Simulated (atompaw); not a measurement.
Br: one change to a PAW (atompaw) potential, before and after

Br, PAW, made with atompaw 4.2.0.5 (PBE, scalar-relativistic). Core [Ar] 3d10, reference 4s1.75 4p5.25. Waves: 4s (bound): rc 1.40 bohr; 4s channel at -0.1 Ry: rc 1.70 bohr; 4p (bound): rc 1.70 bohr; 4p channel at 1.65 Ry: rc 1.70 bohr; 4d channel at 0.1 Ry: rc 1.70 bohr; 4d channel at 2.05 Ry: rc 1.70 bohr. Local part: bessel scheme, radius 1.70 bohr. Core correction: smooth core density matched at 1.45 bohr. Augmentation charge: besselshape compensation charge, radius 1.55 bohr; PAW radius 1.70 bohr; waves and projectors: custom polynom2 7 10 vanderbiltortho.

Change: augmentation besselshape compensation charge, radius 1.55 bohr; PAW radius 1.70 bohr; waves and projectors: custom rrkj vanderbiltortho.

Cutoffs: the cutoffs (Ry, on a coarse ladder) from which the occupation-weighted sum of valence levels, in a spherical-Bessel basis at the reference potential, stays within 10 and 1 mRy of its value at 400 Ry; they do not see the model core or the augmentation charge, which bear on the density cutoff.

**Question.** What does the change do?

**Answer.** The potential gets harder (18 Ry and 25 Ry → 18 Ry and 40 Ry); the bound ghost in d disappears; the range in which the d phases agree narrows (upper end at the end of the scan → 3.8).

| quantity | base | changed |
| --- | --- | --- |
| cutoff, loose | 18 Ry | 18 Ry |
| cutoff, tight | 25 Ry | 40 Ry |
| loose cutoff by channel (10 mRy a level) | s 15 Ry, p 10 Ry | s 15 Ry, p 12 Ry |
| bound ghosts | d | none |
| s: phases at 1.70 bohr within 0.05 rad from the reference energy up to (Ry; the scan ends near 5) | to the end of the scan | to the end of the scan |
| p: phases at 1.70 bohr within 0.05 rad from the reference energy up to (Ry; the scan ends near 5) | to the end of the scan | to the end of the scan |
| d: phases at 1.70 bohr within 0.05 rad from the reference energy up to (Ry; the scan ends near 5) | to the end of the scan | 3.8 |
| lowest overlap eigenvalue by channel | s 0.06, p 0.55, d 0.96 | s 0.05, p 0.65, d 0.91 |

 A true bound ghost makes a file unfit for plane-wave use even where its test errors are small: the radial tests pick states by their node count and pass the ghost by. The cutoffs see the waves, projectors and local potential, not the compensation charge or the core.
